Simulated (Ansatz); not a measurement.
System: sum formula AlBrF$_{2}$ (charge 0, singlet). 
Coordinates optimised at B3LYP-D3(BJ)/def2-TZVP (Ansatz, a first-principles code):
```xyz
4

F     -1.8351    -1.3065    -0.3165
Al    -0.9438     0.0515    -0.1160
F     -1.7061     1.4999    -0.1189
Br     1.2611    -0.0689     0.1550
```

Basis-set convergence of Hartree-Fock and CCSD(T) correlation energies (hartree) with Ansatz. Cores are frozen in the correlated levels unless marked. Spin-orbit coupling is left out. The frozen core is the preceding noble-gas configuration, with the filled d and f shells of earlier blocks. No relativistic terms.

| basis | functions | E(HF) | E(corr, CCSD(T)) |
|---|---|---|---|
| def2-SVP | 78 | -3012.88295 | -0.56861 |
| def2-TZVPP | 152 | -3013.54581 | -0.76517 |
| def2-QZVPP | 273 | -3013.61287 | -0.83851 |

Extrapolating the two largest sets (X = 3 and 4) as X^-3: E(corr) = (64·(-0.83851) - 27·(-0.76517))/37 = -0.8920 Eh, an estimate of the basis-set limit. The largest set recovers 94.0 % of it, the smallest 63.7 %.
